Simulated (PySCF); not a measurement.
A PySCF script (with the pyscf-properties extension) for the NMR shieldings of `InChI=1S/C5H11BOS/c1-8-4-5(3-7)2-6-8/h3,5H,2,4,6H2,1H3/t5-,8+/m1/s1`, on a GFN2-xTB geometry:

```python
import basis_set_exchange as bse
import numpy as np
from pyscf import gto, dft
from pyscf.prop import nmr

atoms = """
C    -2.240084    0.616905    0.536490
S    -1.451158    0.058866   -1.006469
B    -0.626571   -1.644513   -0.418212
C     0.666089   -1.072426    0.387531
C     1.250444    0.082687   -0.453554
C     2.216548    0.798047    0.439034
O     2.014793    1.846118    0.992930
C     0.117950    0.996519   -0.909294
H    -3.158225    0.049663    0.648460
H    -1.582592    0.424912    1.377074
H    -2.466033    1.675505    0.454157
H    -0.346533   -2.198529   -1.427904
H    -1.440317   -2.196803    0.239405
H     1.425533   -1.840486    0.533078
H     0.413238   -0.693745    1.382626
H     1.773892   -0.345384   -1.311672
H     3.146048    0.225518    0.620818
H    -0.023850    1.808163   -0.195818
H     0.301023    1.418233   -1.896141
"""
names = dict.fromkeys(["C", "S", "B", "O", "H"], "pcSseg-1")
basis = {el: gto.basis.parse(bse.get_basis(n, elements=[el], fmt="nwchem")) for el, n in names.items()}
mol = gto.M(atom=atoms, basis=basis, charge=0, verbose=0)
mf = dft.RKS(mol, xc="PBE0")
mf.grids.level = 2
mf.grids.alignment = dft.numint.BLKSIZE   # the property module wants whole blocks of grid points
mf.conv_tol = 1e-9
mf.kernel()

calc = nmr.RKS(mf)   # GIAO
C = mf.mo_coeff
Co = C[:, mf.mo_occ > 0]
resp = mf.gen_response(singlet=True, hermi=2)
def vind(x):   # induced exchange potential for any number of trial vectors
    d = np.einsum("pi,xij,qj->xpq", C, 2 * x.reshape(-1, C.shape[1], Co.shape[1]), Co, optimize=True)
    return np.einsum("xpq,pi,qj->xij", resp(d - d.transpose(0, 2, 1)), C, Co, optimize=True).ravel()
mo1, _ = nmr.rhf.solve_mo1(calc, with_cphf=vind)
sigma = calc.kernel(mo1)
for i, s in enumerate(sigma):   # ppm
    print("%2d %-2s %9.2f" % (i, mol.atom_pure_symbol(i), np.trace(s) / 3))
```

Question: What does it print?

Answer: 
```
 0 C     156.84
 1 S     485.58
 2 B     115.28
 3 C     159.62
 4 C     126.44
 5 C     -18.18
 6 O    -287.21
 7 C     141.37
 8 H      29.85
 9 H      29.47
10 H      29.73
11 H      29.30
12 H      29.26
13 H      30.07
14 H      31.11
15 H      28.67
16 H      21.63
17 H      28.56
18 H      28.88
```

These numbers come from an equivalent density-fitted implementation of the same equations, which agrees with the script to about 0.01 ppm for H and up to a few tenths of a ppm for heavy atoms, so last digits may differ.

Size and cost of the density-fitted run: 198 basis functions, 39 s wall time on 1 thread of an Arm Neoverse V1, shared host; peak memory 0.88 GiB.
